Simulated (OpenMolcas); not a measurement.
Pt2+: moving or changing the point charges

Pt2+ among 5 point charges of -2 e arranged as a trigonal bipyramid (D3h), 2.06 Å from the ion, with the axial distance 2.204 Å.

```
Program             : OpenMolcas 26.06
Method              : SS-CASPT2, IPEA 0.25 Eh, imaginary shift 0.1 Eh (closed shells correlated: 4f 5s 5p)
Basis               : ANO-RCC-VDZP [7s6p4d2f]
Scalar Hamiltonian  : DKH2, point nucleus
Active space        : 8 electrons in 5 orbitals (5d)
State averaging     : 2S+1 = 3 even, 10 roots; 2S+1 = 1 even, 15 roots
Spin-orbit coupling : RASSI with atomic mean-field integrals over the reference wave functions
```

Runs around this geometry, states (labels of D3, the rotations of D3h). Energies in cm-1 above the lowest state or level, χT in cm3 K/mol.

```tsv
R (Å)	q (e)	Axial / equatorial distance	Ground state	First state of that spin	First gap with spin-orbit (degeneracies)	χT at 300 K	First state of another spin
2.06	-1.6	1.07	3E	3E 3990	2 (1, 1)	2.530	1A1 8000
2.06	-2	1.07	3E	3E 4260	3 (1, 1)	2.497	1A1 6790
2.29	-2	1.07	3E	3E 3180	1 (1, 1)	2.673	1A1 8610
2.06	-2	1.16	3E	3E 4880	2 (1, 1)	2.390	1A1 9820
```

Taking the first state of the same spin as R^-n, n = -ln(3180 / 4260) / ln(2.29 / 2.06) = 2.8 between the shortest and longest distance.

Scaling the charges by -1.6 / -2 = 0.80 scales the first state of the same spin by 3990 / 4260 = 0.94; with fixed orbitals a first-order splitting would follow the charge.

Roots that are degenerate in the reference are averaged as groups; the widest CASPT2 spread within a group is 76 cm-1 (the 2-fold group of multiplicity 3 near 0 cm-1 above the lowest state of its run, R = 2.06, q = -2, ratio = 1.07). Shifts and gaps below about the spread of the groups concerned are not significant. An orbital doublet at a regular site is open to a Jahn-Teller distortion, which this geometry leaves out. Real 4d8 and 5d8 ions are as a rule square planar and diamagnetic. Point charges give a weaker field than real ligands, and real ions of this kind are as a rule low spin; the high spin found here belongs to the model. Free-ion shares, where given, are those of the reference states; single-state CASPT2 does not remix them. This shell can be high or low spin here, a state of another spin lies low, and with metal d orbitals alone active their balance is uncertain, so the ground spin may be wrong (holds for R = 2.06, q = -1.6, ratio = 1.07; R = 2.06, q = -2, ratio = 1.07; R = 2.29, q = -2, ratio = 1.07). This is an electrostatic model: the charges have no orbitals. No measured value stands beside these numbers.
